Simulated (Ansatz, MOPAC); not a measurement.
Species: AuF, net charge 0, singlet state. SMILES: [F][Au]

Atoms: Au1, F2. Bonds: Au1-F2.

Bond lengths (Å) and angles (degrees) optimised at PM6 with MOPAC; PBE/6-31G* with LANL2DZ past Ar with Ansatz (an electronic-structure program); B3LYP/LANL2DZ with Ansatz; MP2/6-31G* with LANL2DZ past Ar with Ansatz, each started from the B3LYP-D3(BJ)/def2-TZVP structure (Ansatz) of the last column. A row stands for all coordinates that are equal there. 6-31G* holds six Cartesian d functions.

| coordinate | PM6 | PBE/6-31G* with LANL2DZ past Ar | B3LYP/LANL2DZ | MP2/6-31G* with LANL2DZ past Ar | B3LYP-D3(BJ)/def2-TZVP |
|---|---|---|---|---|---|
| Au1-F2 | 1.920 | 1.950 | 1.993 | 1.958 | 1.956 |

Mean signed difference of all 1 bond lengths from B3LYP-D3(BJ)/def2-TZVP: PM6 -0.036 Å, PBE/6-31G* with LANL2DZ past Ar -0.007 Å, B3LYP/LANL2DZ 0.036 Å, MP2/6-31G* with LANL2DZ past Ar 0.001 Å.
